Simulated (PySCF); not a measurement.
[AlCl3(PMe3)], C₃H₉AlCl₃P.
SMILES: `C[P+](C)(C)[Al-]([Cl])([Cl])[Cl]`

Torsions of this conformer, `[CH3:1][P+:2]([CH3:3])([CH3:4])[Al-:5]([Cl:6])([Cl:7])[Cl:8]`: C1–P2–Al5–Cl6 -61°.

The closed-shell ground state was solved at several levels (PySCF, density fitting, gas phase, non-relativistic). Isolated species at its PBE0-D3(BJ)/def2-SVP geometry, gas phase.

| level | basis functions | HOMO (eV) | LUMO (eV) | gap (eV) | dipole (D) |
| --- | --- | --- | --- | --- | --- |
| PBE0/def2-SVP | 177 | -7.97 | 0.53 | 8.50 | 7.35 |
| PBE0/cc-pVDZ | 177 | -7.97 | 0.50 | 8.47 | 7.59 |
| PBE0/pcSseg-0 | 110 | -8.58 | 0.29 | 8.87 | 7.95 |

Question: What might PBE0/aug-cc-pVDZ (285 basis functions) give for the same quantities?

Answer: HOMO -8.06 eV, LUMO -0.61 eV, gap 7.45 eV, dipole 7.43 D.

Question: Over all these levels, which gives the widest orbital gap and which the narrowest?

Answer: PBE0/pcSseg-0 has the widest, 8.87 eV, and PBE0/aug-cc-pVDZ the narrowest, 7.45 eV. From the narrowest to the widest the HOMO moves by -0.52 eV and the LUMO by +0.90 eV.

Question: How much does the basis alone move the frontier levels among the 4 PBE0 rows (the withheld one included)?

Answer: The HOMO by 0.61 eV and the LUMO by 1.14 eV. By rising basis size (HOMO, LUMO in eV): pcSseg-0 -8.58, 0.29; def2-SVP -7.97, 0.53; cc-pVDZ -7.97, 0.50; aug-cc-pVDZ -8.06, -0.61.

Question: How far do the dipole and the HOMO energy spread over the levels?

Answer: The dipole runs from 7.35 to 7.95 D (mean 7.58 D) and the HOMO from -8.58 to -7.97 eV.
